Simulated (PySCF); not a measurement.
1-bromo-3-fluoropropa-1,2-diene (C3H2BrF), SMILES FC=C=CBr.

Coordinates come from a ωB97X-D3(BJ)/def2-SVP optimisation.

Level of theory: PBE/def2-TZVP run with PySCF.

Gas-phase values at a fixed geometry.

Problem. Estimate the frontier levels, gap, dipole moment and polarisability. (The exact figures need the calculation; the answer reports its results.)

Solution. 
```json
{
 "highest_occupied_level": "-6.57 eV",
 "lowest_empty_level": "-1.99 eV",
 "orbital_gap": "4.59 eV",
 "dipole_moment": "1.37 D",
 "quadrupole, principal values (traceless, Buckingham form, about the centre of nuclear charge)": "-6.75, 2.21, 4.54 D·Å",
 "mean_static_polarisability": "61.4 bohr³ (9.09 Å³)",
 "polarisability_principal_values": "38.6, 45.0, 100.5 bohr³"
}
```
